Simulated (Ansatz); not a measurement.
Born–Oppenheimer molecular dynamics of H$_{4}$OSSi$_{2}$ (8 atoms, charge 0, multiplicity 1). It starts at the highest image of a converged band. Of that band: Neighbouring images differ by up to 1.6 eV, so the band resolves the path poorly. A vibrational analysis at the climbing image gives one clearly imaginary mode, 1156i cm⁻¹: a first-order saddle point.

Method: UKS PBE-D4/6-31G* (Ansatz 0.2.0).

```
ensemble                      : NVE (velocity Verlet)
time step                     : 0.5 fs
steps asked                   : 200
starting velocities drawn for : 300 K
seed                          : 6316
```

Frames 1 fs apart, positions in Å, forces in eV/Å.

Velocities at 25.0 fs (Å/ps):

```
S -2.64 -1.03 2.58
Si 1.22 2.86 4.73
O -0.14 -0.06 -6.18
Si 1.51 -2.01 1.50
H 4.63 37.93 -95.21
H -14.19 -22.15 -44.12
H 9.85 0.85 0.79
H 9.59 -6.39 -19.25
```

```xyz
8
Properties=species:S:1:pos:R:3:forces:R:3 time_fs=25.0 energy_less_start_eV=-0.603 T=1076
S -2.132 0.946 -0.812 -0.40 0.32 -0.42
Si -0.423 1.144 0.596 -1.06 -0.80 0.14
O 0.774 0.111 0.140 0.80 -0.77 -0.26
Si 1.431 -1.223 -0.680 -0.38 0.57 0.25
H -3.144 0.020 -0.517 1.12 0.42 0.49
H 0.140 2.514 0.428 -0.12 0.29 -0.26
H 2.245 -1.997 0.333 -0.11 -0.01 -0.11
H 0.313 -2.048 -1.293 0.16 -0.02 0.16
8
Properties=species:S:1:pos:R:3:forces:R:3 time_fs=26.0 energy_less_start_eV=-0.544 T=1000
S -2.135 0.945 -0.809 0.46 1.20 -0.74
Si -0.422 1.147 0.600 -1.17 -1.25 0.14
O 0.775 0.111 0.133 0.74 -0.75 -0.22
Si 1.432 -1.225 -0.678 -0.39 0.55 0.22
H -3.135 0.059 -0.610 0.29 -0.42 0.82
H 0.126 2.494 0.382 0.01 0.64 -0.30
H 2.255 -1.996 0.333 -0.14 0.00 -0.13
H 0.323 -2.054 -1.311 0.20 0.02 0.21
8
Properties=species:S:1:pos:R:3:forces:R:3 time_fs=27.0 energy_less_start_eV=-0.428 T=851
S -2.138 0.945 -0.807 1.44 2.14 -0.90
Si -0.421 1.149 0.605 -1.20 -1.55 0.11
O 0.775 0.110 0.127 0.67 -0.70 -0.16
Si 1.433 -1.227 -0.677 -0.39 0.53 0.19
H -3.123 0.094 -0.695 -0.68 -1.32 1.00
H 0.111 2.480 0.334 0.09 0.86 -0.34
H 2.263 -1.996 0.332 -0.16 0.01 -0.14
H 0.336 -2.061 -1.328 0.21 0.04 0.25
8
Properties=species:S:1:pos:R:3:forces:R:3 time_fs=28.0 energy_less_start_eV=-0.313 T=705
S -2.140 0.945 -0.805 2.11 2.77 -0.87
Si -0.421 1.151 0.610 -1.13 -1.64 0.05
O 0.776 0.109 0.120 0.60 -0.64 -0.10
Si 1.435 -1.228 -0.675 -0.37 0.53 0.16
H -3.118 0.116 -0.770 -1.35 -1.94 0.98
H 0.097 2.474 0.282 0.10 0.88 -0.35
H 2.269 -1.995 0.330 -0.15 0.00 -0.13
H 0.350 -2.067 -1.342 0.20 0.05 0.26
8
Properties=species:S:1:pos:R:3:forces:R:3 time_fs=29.0 energy_less_start_eV=-0.269 T=647
S -2.141 0.946 -0.803 2.05 2.78 -0.75
Si -0.421 1.152 0.615 -0.98 -1.52 -0.06
O 0.777 0.107 0.114 0.52 -0.57 -0.04
Si 1.436 -1.230 -0.673 -0.34 0.53 0.13
H -3.125 0.120 -0.836 -1.32 -1.94 0.87
H 0.085 2.476 0.228 0.03 0.69 -0.29
H 2.274 -1.994 0.326 -0.13 -0.01 -0.11
H 0.366 -2.072 -1.353 0.17 0.04 0.25
8
Properties=species:S:1:pos:R:3:forces:R:3 time_fs=30.0 energy_less_start_eV=-0.282 T=663
S -2.142 0.947 -0.802 1.32 2.22 -0.69
Si -0.422 1.153 0.620 -0.77 -1.24 -0.24
O 0.779 0.106 0.107 0.45 -0.48 0.03
Si 1.437 -1.231 -0.671 -0.30 0.55 0.10
H -3.144 0.106 -0.893 -0.64 -1.39 0.82
H 0.072 2.485 0.170 -0.08 0.36 -0.17
H 2.278 -1.993 0.321 -0.10 -0.04 -0.07
H 0.384 -2.077 -1.363 0.11 0.01 0.23
8
Properties=species:S:1:pos:R:3:forces:R:3 time_fs=31.0 energy_less_start_eV=-0.284 T=665
S -2.143 0.950 -0.801 0.37 1.46 -0.73
Si -0.423 1.153 0.624 -0.55 -0.91 -0.46
O 0.781 0.103 0.101 0.38 -0.39 0.10
Si 1.437 -1.232 -0.670 -0.25 0.57 0.08
H -3.170 0.079 -0.943 0.26 -0.64 0.85
H 0.059 2.497 0.111 -0.19 -0.01 0.01
H 2.281 -1.992 0.316 -0.05 -0.06 -0.03
H 0.403 -2.083 -1.369 0.03 -0.03 0.18
8
Properties=species:S:1:pos:R:3:forces:R:3 time_fs=32.0 energy_less_start_eV=-0.237 T=605
S -2.143 0.952 -0.799 -0.43 0.80 -0.81
Si -0.424 1.153 0.629 -0.36 -0.60 -0.69
O 0.783 0.101 0.094 0.30 -0.29 0.16
Si 1.438 -1.233 -0.668 -0.19 0.58 0.07
H -3.193 0.046 -0.984 1.00 0.01 0.94
H 0.044 2.509 0.052 -0.28 -0.35 0.19
H 2.283 -1.993 0.310 0.00 -0.08 0.01
H 0.422 -2.088 -1.375 -0.05 -0.07 0.13
8
Properties=species:S:1:pos:R:3:forces:R:3 time_fs=33.0 energy_less_start_eV=-0.162 T=509
S -2.143 0.955 -0.799 -0.95 0.34 -0.87
Si -0.425 1.153 0.633 -0.22 -0.35 -0.92
O 0.785 0.098 0.088 0.23 -0.19 0.23
Si 1.439 -1.233 -0.666 -0.13 0.58 0.05
H -3.206 0.013 -1.016 1.47 0.45 1.01
H 0.026 2.518 -0.005 -0.33 -0.62 0.37
H 2.285 -1.994 0.305 0.05 -0.10 0.05
H 0.440 -2.094 -1.379 -0.12 -0.11 0.07
8
Properties=species:S:1:pos:R:3:forces:R:3 time_fs=34.0 energy_less_start_eV=-0.097 T=426
S -2.144 0.959 -0.798 -1.21 0.06 -0.90
Si -0.426 1.153 0.637 -0.13 -0.19 -1.12
O 0.788 0.096 0.082 0.16 -0.08 0.29
Si 1.440 -1.234 -0.664 -0.07 0.54 0.04
H -3.206 -0.017 -1.039 1.69 0.70 1.06
H 0.005 2.520 -0.059 -0.34 -0.79 0.53
H 2.288 -1.995 0.300 0.09 -0.10 0.07
H 0.458 -2.101 -1.382 -0.19 -0.14 0.03
8
Properties=species:S:1:pos:R:3:forces:R:3 time_fs=35.0 energy_less_start_eV=-0.072 T=393
S -2.145 0.962 -0.798 -1.27 -0.07 -0.88
Si -0.427 1.152 0.641 -0.09 -0.09 -1.29
O 0.790 0.093 0.076 0.09 0.02 0.36
Si 1.440 -1.234 -0.662 -0.01 0.46 0.02
H -3.189 -0.039 -1.052 1.72 0.79 1.06
H -0.019 2.516 -0.107 -0.32 -0.87 0.66
H 2.292 -1.998 0.295 0.12 -0.09 0.08
H 0.473 -2.109 -1.385 -0.23 -0.15 -0.01
8
Properties=species:S:1:pos:R:3:forces:R:3 time_fs=36.0 energy_less_start_eV=-0.095 T=423
S -2.147 0.965 -0.798 -1.16 -0.05 -0.81
Si -0.428 1.151 0.644 -0.09 -0.06 -1.43
O 0.793 0.090 0.070 0.02 0.13 0.42
Si 1.441 -1.234 -0.660 0.03 0.34 0.00
H -3.156 -0.054 -1.054 1.58 0.73 1.02
H -0.046 2.503 -0.150 -0.26 -0.87 0.75
H 2.297 -2.002 0.291 0.12 -0.07 0.07
H 0.487 -2.119 -1.388 -0.24 -0.14 -0.02
```

Of the whole run (100 fs, mean temperature of the second half 751 K): The conserved energy stayed within 0.18 meV per atom of its start (net change 0.046 meV per atom), so the integration is sound. The system heated up, since it started high on the potential surface and ran downhill. A run of 0.1 ps of so small a system gives no equilibrium averages.

Time of the run: 8.3 min on 2 threads of Arm Neoverse V2, with other jobs on the host, peak memory 0.18 GiB.
